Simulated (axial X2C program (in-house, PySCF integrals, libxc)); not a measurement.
Gd⁺: configurations by level of theory

Calculated with an axial X2C code built on PySCF integrals, basis dyall-v3z (cores contracted in-house), spin-free (one-electron X2C) and two-component (2c, atomic mean-field Coulomb and Gaunt terms). Energies in eV from the lowest row of each column (rows without correlated energies are left out; n/a marks j-coupled starts, which PBE0 does not hold); electrons by l are Mulliken totals of the Hartree–Fock solution, and PBE0 can relax to another configuration under the same block occupation. Coupled cluster uses truncated natural virtuals with an MP2 remainder. Frozen shells in the correlated columns: 4 s, 3 p, 2 d.

Spin-free determinants:

```json
{"electrons by l": "s11 p24 d21 f7", "M_S, M_L": "9/2, 2", "HF": "0.04", "MP2": "0.00", "PBE0": "0.11"}
{"electrons by l": "s11 p24 d21 f7", "M_S, M_L": "9/2, 1", "HF": "0.05", "MP2": "0.02", "PBE0": "0.04"}
{"electrons by l": "s11 p24 d21 f7", "M_S, M_L": "9/2, 0", "HF": "0.00", "MP2": "0.02", "PBE0": "0.00"}
{"electrons by l": "s12 p24 d20 f7", "M_S, M_L": "7/2, 0", "HF": "0.94", "MP2": "0.32", "PBE0": "0.68"}
{"electrons by l": "s11 p24 d21 f7", "M_S, M_L": "7/2, 1", "HF": "0.65", "MP2": "0.54", "PBE0": "0.71"}
{"electrons by l": "s10 p24 d22 f7", "M_S, M_L": "9/2, 0", "HF": "0.69", "MP2": "0.76", "PBE0": "0.65"}
{"electrons by l": "s11 p24 d20 f8", "M_S, M_L": "7/2, 0", "HF": "4.37", "MP2": "1.54", "PBE0": "0.59"}
{"electrons by l": "s11 p24 d20 f8", "M_S, M_L": "7/2, 1", "HF": "4.42", "MP2": "1.57", "PBE0": "0.62"}
```

Two-component determinants:

```
    electrons by l  2M_J    HF   MP2  PBE0
    s11 p24 d21 f7     5  0.00  0.00  0.02
    s11 p24 d21 f7     7  0.05  0.07  0.00
    s11 p24 d21 f7     9  0.04  0.13  0.02
    s11 p24 d21 f7    11  0.13  0.19  0.12
    s11 p24 d21 f7    13  0.18  0.24  0.26
s11.1 p24 d20.9 f7     7  0.53  0.53  0.44
s10.7 p24 d21.3 f7     9  0.65  0.66  0.66
    s11 p24 d20 f8    13  4.15  1.39  0.61
```

Ground level as tabulated from the NIST Atomic Spectra Database (leading term): 2S+1 = 10, L = 2, J = 5/2.

Spin-free rows of one term, and 2c rows of one J level, should be degenerate; broken spherical symmetry, the missing current term of PBE0 and determinants that mix terms or J levels spread them. The search is wide but not exhaustive and can miss a configuration; gaps between s and d configurations can be off by some tenths of an eV with this basis and core.

The run took 2.4 min on 1 thread of Arm Neoverse V2, with other jobs on the host.
